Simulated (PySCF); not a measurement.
Geometries of 2 isomers of C3H3F2NSi, from PySCF 2.14.0, PBE0-D3(BJ)/def2-SVP geometry optimisation, gas phase. One conformer each, no zero-point energy, no frequencies.

Question: Which isomer lies lower at this level?
A.
```xyz
10
angstrom
N     -2.059    0.931    1.700
C     -1.233    0.836    0.894
C     -0.186    0.706   -0.090
F      0.031    1.846   -0.800
Si     1.197   -0.537    0.381
C     -0.186   -0.589   -0.890
F     -1.288   -1.367   -0.874
H      1.038   -1.155    1.715
H      2.561   -0.307   -0.146
H      0.176   -0.383   -1.910
```
B.
```xyz
10
angstrom
C      0.496    1.391   -0.475
C      0.467    0.117   -0.042
C      1.666   -0.630    0.174
N      2.604   -1.282    0.373
Si    -1.168   -0.715    0.305
F     -2.293    0.415    0.064
F     -1.419   -1.887   -0.770
H     -0.435    1.944   -0.625
H      1.437    1.906   -0.688
H     -1.305   -1.280    1.660
```

Answer: B. That is `C=C(C#N)[SiH](F)F`, 111.1 kcal/mol below the other.

```csv
SMILES,atoms numbered as above,E (Eh),relative (kcal/mol),relative (kJ/mol),dipole (D)
C=C(C#N)[SiH](F)F,[CH2:1]=[C:2]([C:3]#[N:4])[SiH:5]([F:6])[F:7],-659.25443,0.0,0.0,3.08
N#C[C@@]1(F)[SiH2][C@H]1F,[N:1]#[C:2][C@@:3]1([F:4])[SiH2:5][C@H:6]1[F:7],-659.07735,111.1,464.9,4.69
```

As drawn, the lower has an Si–F bond and a C=C bond outside aromatic rings, which the higher lacks; the higher has a three-membered ring, which the lower lacks.
